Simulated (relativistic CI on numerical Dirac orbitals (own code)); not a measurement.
**d1 to d9 in one octahedral field**

Computed with a parametric ligand-field model without spin-orbit coupling, by exact diagonalisation: B = 790, C = 3800, 10Dq = 19900 cm⁻¹ (Oh; |10Dq|/B = 25.2) for every shell. Energies in cm⁻¹; the field energy is (0.6 n_e − 0.4 n_t2) × 10Dq of the ground term; g labels are left out.

| Shell | Ground term | Electrons in e | Field energy | First spin-allowed bands | Lowest term of other spin |
| --- | --- | --- | --- | --- | --- |
| d1 | 2T2 | 0.000 | -7960 | 2E 19900 |  |
| d2 | 3T1 | 0.028 | -15359 | 3T2 18338, 3T1 28625 | 1T2 12763 |
| d3 | 4A2 | 0.000 | -23880 | 4T2 19900, 4T1 27815 | 2E 17249 |
| d4 | 5E | 1.000 | -11940 | 5T2 19900 | 3T1 2363 |
| d5 | 6A1 | 2.000 | 0 | none | 2T2 7213 |
| d6 | 1A1 | 0.062 | -46519 | 1T1 17625, 1T2 27232 | 5T2 7827 |
| d7 | 2E | 1.047 | -34884 | 2T1 17445, 2T2 18242 | 4T1 2221 |
| d8 | 3A2 | 2.000 | -23880 | 3T2 19900, 3T1 27815 | 1E 13736 |
| d9 | 2E | 3.000 | -11940 | 2T2 19900 |  |

Low spin: d6, d7; the other shells keep the spin of the free ion. Only d4 to d7 can choose; the field needed to pair spins is smallest for d6 and largest for d5, which loses most exchange energy. In the strong-field picture 10Dq must exceed about 6B + 5C = 23740 (d4), 7.5B + 5C = 24925 (d5), 2.5B + 4C = 17175 (d6) and 4B + 4C = 18360 (d7); mixing of terms shifts these bounds somewhat.
